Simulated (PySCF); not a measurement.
**Energy of Os⁻ (osmium, charge -1) between two integer charges**

The 5d beta orbital of [Xe] 4f14 5d7 6s2 is emptied in steps (occupation f), with all orbitals relaxed, ending at [Xe] 4f14 5d6 6s2. All numbers are calculated (PySCF 2.14, a scalar-relativistic core potential, in def2-TZVPPD with the def2 core potential (60 electrons) (6s5p3d2f1g, 59 functions)). The exact energy is a straight line in f; departures are measured from the line between the end points of the same method.

| f | UHF (eV) | LDA (eV) |
| --- | --- | --- |
| 1 | 0.000 | 0.000 |
| 0.8 | 0.332 | -0.628 |
| 0.6 | 0.475 | -0.950 |
| 0.4 | 0.453 | -0.960 |
| 0.2 | 0.288 | -0.646 |
| 0 | 0.000 | 0.000 |

For UHF, how does the orbital energy at f = 1 compare with the removal energy?

−ε = 1.284 eV against a total-energy difference of -0.891 eV. By Janak's theorem ε = ∂E/∂f, so the gap between them reflects the curvature. Along the path −ε is 0.275 (f = 0.8), -0.609 (f = 0.6), -1.377 (f = 0.4), -2.038 (f = 0.2) eV.

| method | E(f=0) − E(f=1) (eV) | −ε at f=1 (eV) | −ε at f=0.4 (eV) |
| --- | --- | --- | --- |
| UHF | -0.891 | 1.284 | -1.377 |
| LDA | 1.209 | -2.679 | 1.963 |

At f = 1 the orbital energy is positive for LDA: only the finite basis holds the electron.

Reference removal energy between the ground levels: 1.078 eV (measured; photodetachment measurements, as compiled on the Wikipedia data page of electron affinities). The calculation has no spin-orbit coupling. The determinant left behind need not be the lowest term of the ion. UHF lacks correlation.
